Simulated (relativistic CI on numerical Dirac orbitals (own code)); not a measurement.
Pm LVIII: sensitivity of the levels to the model

Base calculation: Dirac-Coulomb-Breit CI, separate exchange-only KLI orbitals for each configuration, model QED (radiative potential, 1s self-energy scaled to tabulated hydrogen-like ionisation energies), unscaled Slater integrals.

Configuration list (outside the closed core 1s2): 2s², 2s2p, 2p², 2p3s, 2p3p, 2s3s, 2s3p, 2s3d, 2s4s, 2s4p, 2s4d, 2s4f, 2s5s, 3s², 2s5p, 2s5d, 2s5f, 2s5g, 3s3p, 3p². Levels of other configurations are missing.

Variants: (1) P86 correlation estimate; (2) QED terms removed. Shifts of the energy above 2s² ¹S0, in eV, for the lowest level and the first level of each name with at least 55 % of one term (blank where a level changes its place among those of its configuration and J or its character, or is not in the variant):

```csv
Level,Base,Δ(1),Δ(2)
2s² ¹S0,0.00,0.00,0.00
2s2p ³P°0,125.19,+0.01,+9.30
2s2p ³P°1,152.54,+0.01,+9.31
2p² ³P0,360.00,-0.12,+18.68
2s2p ³P°2,748.44,+0.01,+8.40
2s2p ¹P°1,821.64,+0.01,+8.43
2p² ³P1,949.15,-0.13,+18.12
2p² ¹D2,966.21,-0.13,+18.12
2p² ³P2,1582.56,-0.13,+17.22
2p² ¹S0,1637.90,-0.13,+17.19
2s3s ³S1,7086.00,+0.91,+6.80
2s3s ¹S0,7111.55,+0.91,+6.92
2s3p ³P°0,7146.52,+1.06,+9.62
2s3p ³P°1,7147.38,+1.06,+9.65
2p3s ³P°1,7243.61,+0.44,+16.20
2p3s ³P°0,7244.21,+0.41,+16.55
2p3p ³D1,7280.12,+0.63,+19.13
2p3p ³P0,7321.93,+0.62,+19.24
2s3p ³P°2,7330.03,+1.06,+9.34
2s3p ¹P°1,7338.55,+1.04,+9.65
2s3d ³D1,7359.12,+1.10,+10.00
2s3d ³D2,7362.52,+1.11,+9.76
```

At this charge energies of transitions that change n are usually good to better than 1 %, and those within a shell (Δn = 0) to a few per cent.

Ionisation energy from the two ground configurations alone: base 12531.3 eV; QED terms removed 12541.4 eV. The NIST ASD value (theoretical) is 12532 eV.

LS names give the leading component of a level, which can be under half, so a name can repeat, a term be missing and a line seem to break the LS rules.
